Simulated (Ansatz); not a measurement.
Reaction (SMILES): FC(F)(F)C(F)(F)F → F atom + F[C](F)C(F)(F)F (the C-F bond at the site shown breaks; other sites are not compared here)
Structures are relaxed separately at B3LYP-D3(BJ)/def2-TZVP in Ansatz (a first-principles code), one conformer each, not searched for the lowest. Frequencies are from Ansatz.

Wanted: bond dissociation energy (0 K, with B3LYP-D3(BJ) harmonic zero-point energies), in kJ/mol. Valence correlation only, unless marked. Open shells are spin-unrestricted. Spin-orbit coupling is left out. No relativistic terms. CBS(X,Y): correlation extrapolated as X^-3; Hartree-Fock from the larger set. [CCSD(T)-MP2]/basis is that difference in the basis named.

RI-MP2/CBS(cc-pVTZ,cc-pVQZ)+[CCSD(T)-MP2]/cc-pVTZ (Ansatz) gives 525.8 kJ/mol.

### Question
Another calculation gave 484.3 kJ/mol. Which level was it?
A) BHLYP/def2-TZVPD (Ansatz)
B) B2GP-PLYP/def2-TZVPD (Ansatz)
C) r2SCAN0/def2-TZVPD (Ansatz)
D) PBE/def2-TZVPD (Ansatz)

### Answer
C, r2SCAN0/def2-TZVPD (Ansatz). The others give 505.2 (B2GP-PLYP), 466.9 (BHLYP), 516.3 (PBE) kJ/mol.
